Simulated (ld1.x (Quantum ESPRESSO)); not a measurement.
## Which change was made? (Ge, TM)

germanium, norm-conserving Troullier–Martins (Kleinman–Bylander form), made with ld1.x (Quantum ESPRESSO) 7.5 (PW91, scalar-relativistic). Core [Ar], reference 3d10 4s2 4p0.5 (charge +1.5). Waves: 4s (bound): rc 1.70 bohr; 4p (bound): rc 1.55 bohr; 3d (bound): rc 1.00 bohr. Local part: all-electron potential smoothed inside 1.40 bohr (lloc = -1). Core correction: none.

Cutoffs, loose and tight: the cutoffs (Ry, on a coarse ladder) from which the occupation-weighted sum of valence levels, in a spherical-Bessel basis at the reference potential, stays within 10 and 1 mRy of its value at 400 Ry. They do not see the model core or the augmentation charge, which bear on the density cutoff. Test errors are all-electron minus pseudo excitation energies from the reference, over the configurations 3d10 4s2 4p2; 3d10 4s2 4p1; 3d10 4s2 4p0; 3d10 4s0 4p0; 3d9 4s2 4p3; 3d9 4s2 4p2; 3d10 4s0 4p4; variants that change the core or the reference have their own tests. The largest error is taken over the tests solved by every variant that gives reliable tests at all, those not shown here included: 3d10 4s0 4p0; 3d10 4s0 4p4; 3d10 4s2 4p0; 3d10 4s2 4p1.

The base gives: outcome: generated; cutoff, loose: 260 Ry; cutoff, tight: over 300 Ry; bound ghosts: none; largest test error (meV): +130.

(1) After one change the result is: outcome: generated; cutoff, loose: 200 Ry; cutoff, tight: over 300 Ry; bound ghosts: none; largest test error (meV): +108. Which change was it?
A. all radii scaled by about 0.85 (s 1.44, p 1.32, d 0.86 bohr); local potential all-electron potential smoothed inside 1.20 bohr (lloc = -1)
B. all radii scaled by about 0.96 (s 1.64, p 1.50, d 0.96 bohr); local potential all-electron potential smoothed inside 1.36 bohr (lloc = -1)
C. all radii scaled by about 1.15 (s 1.96, p 1.78, d 1.16 bohr); local potential all-electron potential smoothed inside 1.62 bohr (lloc = -1)
D. all radii scaled by about 1.37 (s 2.34, p 2.12, d 1.38 bohr); local potential all-electron potential smoothed inside 1.92 bohr (lloc = -1)

Answers

(1) C. The others give: all radii scaled by about 0.96 (s 1.64, p 1.50, d 0.96 bohr); local potential all-electron potential smoothed inside 1.36 bohr (lloc = -1) → outcome: generated; cutoff, loose: 260 Ry; cutoff, tight: over 300 Ry; bound ghosts: none; largest test error (meV): +129 | all radii scaled by about 1.37 (s 2.34, p 2.12, d 1.38 bohr); local potential all-electron potential smoothed inside 1.92 bohr (lloc = -1) → outcome: generated; cutoff, loose: 160 Ry; cutoff, tight: 300 Ry; bound ghosts: none; largest test error (meV): -59 | all radii scaled by about 0.85 (s 1.44, p 1.32, d 0.86 bohr); local potential all-electron potential smoothed inside 1.20 bohr (lloc = -1) → outcome: generated; cutoff, loose: 300 Ry; cutoff, tight: over 300 Ry; bound ghosts: s; largest test error (meV): +132.
